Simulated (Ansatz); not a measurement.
Reaction (ligand exchange at a B–C bond): `BC1OC1=C` + `CC[SeH]` → `B[Se]CC` + `C=C1CO1`

Computed with Ansatz on PBE0-D4/def2-TZVP structures; ΔE is electronic, products minus reactants. CCSD(T)/CBS is the MP2 limit (def2-TZVPP, def2-QZVPP) plus CCSD(T) − MP2 in def2-TZVPP, frozen cores. Functionals use def2-TZVPP. For Se outer-core shells are correlated without core-valence functions, which leaves a few kJ/mol of doubt a bond. Scalar relativity is left out up to krypton. One conformer a species, not always the lowest.

```csv
level,ΔE (kJ/mol)
PBE-D4,-84.2
r2SCAN-D4,-82.6
MP2/def2-QZVPP,-86.8
SCS-MP2/def2-QZVPP,-83.4
```

Problem. What does CCSD(T)/CBS give? (Estimate.)

Solution. Computed: -85.6 kJ/mol. The listed levels differ from it by 1.4, 3.0, -1.2, 2.2 kJ/mol.

Largest T1 diagnostic among the species: 0.014.

In def2-TZVPP, CCSD(T) changes the Hartree–Fock value by −12.6 kJ/mol (the triples alone add −2.2 kJ/mol) and MP2 by −14.3 kJ/mol.
